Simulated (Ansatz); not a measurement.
`O=P(O)(O)c1ccc(-c2ccc(-c3ccccc3)cc2)cc1`. The state is a singlet with charge 0. Geometry r2SCAN-D4/def2-SVP.

```xyz
37

O     1.743    2.824    6.311
P     0.957    3.510    5.252
O    -0.516    4.015    5.751
O     1.530    4.897    4.639
C     0.693    2.554    3.760
C     1.261    1.274    3.679
C     1.063    0.491    2.543
C     0.294    0.965    1.462
C     0.085    0.135    0.257
C    -1.129    0.178   -0.454
C    -1.327   -0.604   -1.590
C    -0.318   -1.462   -2.069
C    -0.526   -2.287   -3.279
C     0.039   -3.573   -3.384
C    -0.157   -4.351   -4.526
C    -0.922   -3.862   -5.590
C    -1.490   -2.587   -5.500
C    -1.295   -1.809   -4.357
C     0.896   -1.504   -1.357
C     1.092   -0.726   -0.219
C    -0.272    2.253    1.559
C    -0.077    3.039    2.691
H    -0.827    3.446    6.471
H     1.679    5.554    5.338
H     1.851    0.902    4.522
H     1.487   -0.516    2.502
H    -1.947    0.805   -0.088
H    -2.296   -0.577   -2.097
H     0.616   -3.977   -2.547
H     0.283   -5.351   -4.582
H    -1.075   -4.471   -6.485
H    -2.081   -2.190   -6.330
H    -1.719   -0.802   -4.310
H     1.713   -2.130   -1.725
H     2.061   -0.754    0.288
H    -0.850    2.650    0.720
H    -0.518    4.039    2.744
```

Single mean-field runs in def2-TZVP are fitted with def2-universal-jkfit.

Task: Estimate the orbital energies around the gap (eV) in Ansatz with LDA (SPW92)/def2-TZVP, PBE-D4/def2-SVP, PBE-D4/def2-TZVP, PBE0-D4/def2-SVP, PBE0-D4/def2-TZVP.

Result: 
| orbital | LDA (SPW92)/def2-TZVP | PBE-D4/def2-SVP | PBE-D4/def2-TZVP | PBE0-D4/def2-SVP | PBE0-D4/def2-TZVP |
| --- | --- | --- | --- | --- | --- |
| HOMO−13 | -8.81 | -8.49 | -8.68 | -10.20 | -10.24 |
| HOMO−12 | -8.76 | -8.33 | -8.56 | -10.12 | -10.23 |
| HOMO−11 | -8.47 | -8.25 | -8.36 | -9.85 | -9.86 |
| HOMO−10 | -8.43 | -8.19 | -8.28 | -9.79 | -9.78 |
| HOMO−9 | -8.21 | -8.03 | -8.10 | -9.54 | -9.56 |
| HOMO−8 | -8.10 | -7.63 | -7.89 | -9.36 | -9.50 |
| HOMO−7 | -7.62 | -7.28 | -7.40 | -8.56 | -8.67 |
| HOMO−6 | -7.20 | -6.66 | -6.94 | -8.26 | -8.45 |
| HOMO−5 | -7.11 | -6.55 | -6.85 | -8.20 | -8.41 |
| HOMO−4 | -6.88 | -6.53 | -6.65 | -7.63 | -7.66 |
| HOMO−3 | -6.78 | -6.47 | -6.55 | -7.53 | -7.56 |
| HOMO−2 | -6.74 | -6.38 | -6.51 | -7.50 | -7.53 |
| HOMO−1 | -6.68 | -6.37 | -6.45 | -7.42 | -7.44 |
| HOMO | -5.86 | -5.56 | -5.64 | -6.45 | -6.47 |
| LUMO | -2.73 | -2.34 | -2.48 | -1.64 | -1.74 |
| LUMO+1 | -1.87 | -1.44 | -1.59 | -0.58 | -0.71 |
| LUMO+2 | -1.79 | -1.38 | -1.53 | -0.53 | -0.65 |
| LUMO+3 | -1.71 | -1.29 | -1.44 | -0.41 | -0.53 |
| LUMO+4 | -1.55 | -1.16 | -1.29 | -0.26 | -0.37 |
| LUMO+5 | -0.70 | -0.25 | -0.44 | 0.74 | 0.56 |
